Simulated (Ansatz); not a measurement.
Gas-phase electronic energies from Ansatz, PBE0-D4/def2-TZVP geometries. CCSD(T)/CBS adds triple-zeta CCSD(T) − MP2 to the extrapolated MP2 energy (def2 sets, frozen cores). This one scheme is used for every species. Functionals use def2-TZVPP. For Ge outer-core shells are correlated without core-valence functions, which leaves a few kJ/mol of doubt a bond. Scalar relativity is left out up to krypton.

Consider the hydrogenolysis of a B–Ge bond: `C[B](Cl)[GeH3]` + H₂ → `CBCl` + GeH₄.

CCSD(T)/CBS gives -26.2 kJ/mol.

(1) Another level gave -33.0 kJ/mol. Which?
A. LDA (SPW92)/def2-TZVPP
B. r2SCAN0/def2-TZVPP
C. revPBE-D4/def2-TZVPP
D. CAM-B3LYP/def2-TZVPP

Largest T1 diagnostic among the species: 0.012.

Answers

(1) B. r2SCAN0 -33.0, LDA (SPW92) -23.2, revPBE-D4 -17.9, CAM-B3LYP -44.4 kJ/mol.

In def2-TZVPP, CCSD(T) changes the Hartree–Fock value by +33.3 kJ/mol (the triples alone add +5.6 kJ/mol) and MP2 by +37.2 kJ/mol. From PBE to PBE0 (25 % exact exchange), in def2-TZVPP and without D4, ΔE moves by −5.7 kJ/mol.
